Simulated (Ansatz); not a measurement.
Reaction (substitution at a C–C bond): `CCCCC(C)C` + `[OH][Ge][OH]` → `C[O][Ge][OH]` + `CCCCCC`

Computed with Ansatz on PBE0-D4/def2-TZVP structures; ΔE is electronic, products minus reactants. CBS: MP2 limit from def2 TZ/QZ plus the TZ coupled-cluster correction, frozen cores. Functionals use def2-TZVPP. B3LYP here is the variant with VWN-RPA as its local correlation; programs differ in this. For Ge outer-core shells are correlated without core-valence functions, which leaves a few kJ/mol of doubt a bond. Scalar relativity is left out up to krypton. Each species was taken in one conformer, which may not be the lowest.

`CCCCC(C)C`:

Cartesian coordinates in Å:
```
C -2.713 -1.492 1.556
C -1.639 -1.495 0.482
C -0.674 -0.327 0.603
C 0.398 -0.328 -0.473
C 1.454 0.767 -0.340
C 0.857 2.162 -0.462
C 2.557 0.568 -1.369
H -2.271 -1.546 2.555
H -3.312 -0.578 1.512
H -3.394 -2.340 1.448
H -2.109 -1.472 -0.508
H -1.076 -2.434 0.527
H -0.196 -0.354 1.591
H -1.244 0.608 0.568
H 0.903 -1.302 -0.466
H -0.076 -0.243 -1.461
H 1.902 0.675 0.659
H 1.634 2.928 -0.382
H 0.367 2.287 -1.433
H 0.116 2.363 0.314
H 2.156 0.648 -2.385
H 3.342 1.322 -1.263
H 3.020 -0.417 -1.273
```

`[OH][Ge][OH]`:

Cartesian coordinates in Å:
```
O 0.409 -0.316 -1.305
Ge 0.915 0.886 -0.079
O -0.187 0.529 1.286
H -0.306 -0.921 -1.091
H -0.830 -0.178 1.188
```

`C[O][Ge][OH]`:

Cartesian coordinates in Å:
```
C 0.910 -0.074 -0.753
O -0.424 0.260 -1.072
Ge -1.810 0.381 0.020
O -0.955 -0.042 1.546
H 1.565 0.756 -1.033
H 1.041 -0.286 0.311
H 1.207 -0.954 -1.331
H -1.534 -0.041 2.312
```

`CCCCCC`:

Cartesian coordinates in Å:
```
C 2.057 -0.533 1.145
C 0.596 -0.953 1.118
C -0.383 0.216 1.106
C -0.249 1.161 -0.084
C -0.390 0.503 -1.452
C -1.731 -0.178 -1.672
H 2.339 0.014 0.241
H 2.717 -1.400 1.221
H 2.263 0.118 1.999
H 0.384 -1.574 1.994
H 0.417 -1.595 0.249
H -0.251 0.797 2.027
H -1.404 -0.178 1.146
H 0.718 1.674 -0.035
H -1.007 1.947 0.011
H 0.417 -0.223 -1.599
H -0.244 1.268 -2.221
H -1.811 -0.574 -2.687
H -1.880 -1.013 -0.984
H -2.557 0.523 -1.523
```

| level | ΔE (kcal/mol) | difference from CCSD(T)/CBS |
| --- | --- | --- |
| PBE-D4 | 12.4 | -1.6 |
| B3LYP | 12.0 | -2.0 |
| HF/def2-TZVPP | 12.3 | -1.7 |
| MP2/def2-TZVPP | 14.6 | 0.6 |
| CCSD(T)/def2-TZVPP | 13.3 | -0.7 |
| HF/def2-QZVPP | 12.2 | -1.8 |
| SCS-MP2/def2-QZVPP | 13.9 | -0.1 |
| HF/CBS(def2) | 12.2 | -1.8 |
| MP2/CBS(def2) | 15.2 | 1.2 |
| CCSD/CBS(def2) | 14.1 | 0.1 |
| CCSD(T)/CBS | 14.0 | 0 |

Largest T1 diagnostic among the species: 0.015.

In def2-TZVPP, CCSD(T) changes the Hartree–Fock value by +1.0 kcal/mol (the triples alone add −0.1 kcal/mol) and MP2 by +2.3 kcal/mol.
